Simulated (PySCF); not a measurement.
CH3O3Re, SMILES [Re]([CH3])(=[O])(=[O])=[O] (connectivity only; charge and spin as stated), charge +1, multiplicity 2.

Geometry: B3LYP-D3(BJ)/def2-SVP. The multiplicity is an assumed one; no other spin state was optimised. The isomer is the one that the SMILES or the coordinates give; other isomers of the formula were not compared. The def2 effective core potentials stand for the cores of Re; spin–orbit coupling is left out.

Computed with TDA-PBE/def2-SVPD in PySCF.

Vertical excitations. Gas-phase values at a fixed geometry.

**Question.** Give excitation energies, oscillator strengths and character. (The exact figures need the calculation; the answer reports its results.)

**Answer.** 
```
state    energy (eV)  λ (nm)      f                            main pairs
-------  -----------  ------  -----  ------------------------------------
root 1          0.31    3979  0.000                      β HOMO→LUMO 88 %
root 2          0.53    2329  0.000                    β HOMO−1→LUMO 99 %
root 3          0.71    1747  0.002                    β HOMO−2→LUMO 85 %
root 4          1.68     739  0.000                    β HOMO−3→LUMO 99 %
root 5          1.76     706  0.000                    β HOMO−5→LUMO 99 %
root 6          1.80     690  0.001                    β HOMO−4→LUMO 99 %
root 7          3.04     408  0.001                    β HOMO−6→LUMO 96 %
root 8          3.36     369  0.000                    β HOMO−7→LUMO 97 %
root 9          3.67     338  0.002                    β HOMO−8→LUMO 89 %
root 10         3.71     334  0.000  α HOMO→LUMO 41 %, β HOMO→LUMO+1 52 %
```
Unrestricted roots are not spin-pure.
